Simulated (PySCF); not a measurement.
# Vertical excitation energies

C3H9F2PSi.
InChI=1S/C3H9F2PSi/c1-7(2,3)6(4)5/h1-3H3

The calculation used TDDFT CAM-B3LYP/def2-SVPD, vertical, gas phase, core orbitals frozen in the response in PySCF. Geometry: PBE0-D3(BJ)/def2-SVP; no solvent, vibrations or thermal averaging. Torsions of this conformer, `[CH3:1][Si:2]([CH3:3])([CH3:4])[P:5]([F:6])[F:7]`: C1–Si2–P5–F6 -70°.

```csv
state,λ (nm),E (eV),f,"main configurations (H = HOMO, L = LUMO)"
S1,272.2,4.56,0.0021,H→L (96%)
S2,229.4,5.40,0.069,H→L+1 (92%)
S3,183.6,6.75,0.041,H→L+2 (88%)
S4,165.3,7.50,0.277,"H→L+3 (49%), H→L+6 (32%)"
S5,159.0,7.80,0.024,H-1→L (97%)
S6,157.6,7.87,0.047,H-2→L (95%)
S7,156.1,7.94,0.012,H→L+4 (89%)
S8,152.5,8.13,0.049,"H→L+3 (30%), H→L+6 (21%), H→L+5 (20%)"
S9,151.8,8.17,0.015,H-2→L+1 (85%)
S10,151.7,8.17,0.0057,H-1→L+1 (70%)
```

Triplets, Tamm–Dancoff:

```csv
state,E (eV),λ (nm),"main configurations (H = HOMO, L = LUMO)"
T1,3.74,331.2,H→L (92%)
T2,4.18,296.8,H→L+1 (87%)
T3,6.60,187.8,"H→L+2 (42%), H→L+6 (23%), H→L+3 (19%)"
T4,6.80,182.3,"H→L+2 (48%), H→L+6 (20%), H→L+3 (16%)"
```

The lowest singlet lies at 4.56 eV (272 nm, ultraviolet) and is very weak; its leading configuration is HOMO→LUMO (96%). The most intense listed level is S4 at 7.50 eV (165 nm, f = 0.277), 2.95 eV above S1. S9/S10 lie within about 0.01 eV of each other. Löwdin shares by element: HOMO phosphorus 50%, fluorine 23%, silicon 15%; LUMO phosphorus 44%, fluorine 27%, silicon 11% (atoms not listed hold the other 19%). The listed states span 3.62 eV, and the widest gap between neighbours is 1.35 eV (S2 to S3). Weighted by f, the mean energy of these states is 7.30 eV. The oscillator strengths of these states sum to 0.542; summed over the whole spectrum of an exact calculation they would give the number of electrons, 74 (Thomas–Reiche–Kuhn). No computed singlet lies in the visible range (380 to 750 nm); the lowest, at 272 nm, stands 1.29 eV above its violet end (3.26 eV). All these states lie below the vertical ionisation energy of 8.94 eV (ΔSCF). Singlets were solved by full linear response, triplets in the Tamm–Dancoff approximation.

On an AMD EPYC 7R43 with one thread, no GPU, shared host with 256 logical CPUs at a one-minute load of 188, this took 2.0 min wall and 1.1 GiB of memory at its peak.
